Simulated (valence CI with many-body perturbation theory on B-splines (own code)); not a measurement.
The numbers below are computed, except where a source is named.
**Level structure of Ar⁵⁺**

Method: valence CI with perturbative core correlation (CI+MBPT): three valence electrons over a frozen Dirac-Fock core [Ne], a basis of 9 s, 9 p, 8 d, 6 f, 3 g, 1 h functions for each j, with the one-electron correlation potential Σ1, the two-electron term Σ2, the three-electron term Σ3, Breit, model QED; selected CI, second order for the rest, scaled by the run's own slope (own B-spline code, finite nucleus).

Set against measurement, 28 paired levels are off by 106 cm⁻¹ on average, the worst by 195. These come from a selection out of Saloman, J. Phys. Chem. Ref. Data 39, 033101 (2010). Levels without a partner in it may be off by more.

Levels 1 to 33 of 33, with energies above the lowest level, 3s²3p ²P°_1/2. "Leading %" is the weight of the configuration and term that name the level; weights of strongly mixed levels are sums over their largest components and can fall short, so below about 35 % the name and the second component can differ from the true leading terms, or belong to a minority configuration.

| No. | Configuration | Term | J | E (eV) | Leading % | g | Second component |
| --- | --- | --- | --- | --- | --- | --- | --- |
| 1 | 3s²3p | ²P° | 1/2 | 0.000 | 96 | 0.666 |  |
| 2 | 3s²3p | ²P° | 3/2 | 0.274 | 96 | 1.334 |  |
| 3 | 3s3p² | ⁴P | 1/2 | 12.402 | 99 | 2.670 |  |
| 4 | 3s3p² | ⁴P | 3/2 | 12.501 | 99 | 1.735 |  |
| 5 | 3s3p² | ⁴P | 5/2 | 12.655 | 99 | 1.601 |  |
| 6 | 3s3p² | ²D | 3/2 | 16.420 | 84 | 0.800 | 13 % 3s²3d ²D |
| 7 | 3s3p² | ²D | 5/2 | 16.434 | 84 | 1.201 | 13 % 3s²3d ²D |
| 8 | 3s3p² | ²S | 1/2 | 21.077 | 96 | 1.990 |  |
| 9 | 3s3p² | ²P | 1/2 | 22.612 | 94 | 0.678 |  |
| 10 | 3s3p² | ²P | 3/2 | 22.785 | 95 | 1.334 |  |
| 11 | 3s²3d | ²D | 3/2 | 27.110 | 83 | 0.799 | 13 % 3s3p² ²D |
| 12 | 3s²3d | ²D | 5/2 | 27.118 | 83 | 1.200 | 13 % 3s3p² ²D |
| 13 | 3p³ | ²D° | 3/2 | 32.230 | 64 | 0.800 | 34 % 3s3p3d ²D° |
| 14 | 3p³ | ²D° | 5/2 | 32.255 | 64 | 1.200 | 34 % 3s3p3d ²D° |
| 15 | 3p³ | ⁴S° | 3/2 | 33.542 | 98 | 2.000 |  |
| 16 | 3s3p3d | ⁴F° | 3/2 | 36.033 | 99 | 0.399 |  |
| 17 | 3s3p3d | ⁴F° | 5/2 | 36.089 | 99 | 1.029 |  |
| 18 | 3s3p3d | ⁴F° | 7/2 | 36.169 | 99 | 1.238 |  |
| 19 | 3s3p3d | ⁴F° | 9/2 | 36.274 | 99 | 1.334 |  |
| 20 | 3p³ | ²P° | 3/2 | 36.473 | 74 | 1.335 | 22 % 3s3p3d ²P° |
| 21 | 3p³ | ²P° | 1/2 | 36.475 | 75 | 0.666 | 22 % 3s3p3d ²P° |
| 22 | 3s3p3d | ⁴P° | 5/2 | 39.202 | 94 | 1.587 | 5 % 3s3p3d ⁴D° |
| 23 | 3s3p3d | ⁴P° | 3/2 | 39.279 | 92 | 1.694 | 7 % 3s3p3d ⁴D° |
| 24 | 3s3p3d | ⁴P° | 1/2 | 39.339 | 95 | 2.549 | 4 % 3s3p3d ⁴D° |
| 25 | 3s3p3d | ⁴D° | 1/2 | 39.565 | 94 | 0.119 | 4 % 3s3p3d ⁴P° |
| 26 | 3s3p3d | ⁴D° | 3/2 | 39.597 | 91 | 1.240 | 7 % 3s3p3d ⁴P° |
| 27 | 3s3p3d | ⁴D° | 5/2 | 39.626 | 94 | 1.384 | 5 % 3s3p3d ⁴P° |
| 28 | 3s3p3d | ⁴D° | 7/2 | 39.643 | 99 | 1.429 |  |
| 29 | 3s3p3d | ²D° | 5/2 | 40.787 | 78 | 1.201 | 19 % 3p³ ²D° |
| 30 | 3s3p3d | ²D° | 3/2 | 40.791 | 78 | 0.800 | 19 % 3p³ ²D° |
| 31 | 3s²4s | ²S | 1/2 | 42.443 | 95 | 2.002 |  |
| 32 | 3s3p3d | ²F° | 5/2 | 42.701 | 98 | 0.857 |  |
| 33 | 3s3p3d | ²F° | 7/2 | 42.920 | 98 | 1.143 |  |

Names give the largest LS component (configuration and term), which can be under half, so a name can repeat, a term be missing and a line seem to break the LS rules; names also repeat where a configuration has a term twice.

The ionisation energy to 3s² ¹S0 of the next ion comes out as 91.287 eV (NIST: 91.29 ± 0.01 eV (measured)). All 33 levels together are meant to be complete up to 44.141 eV.
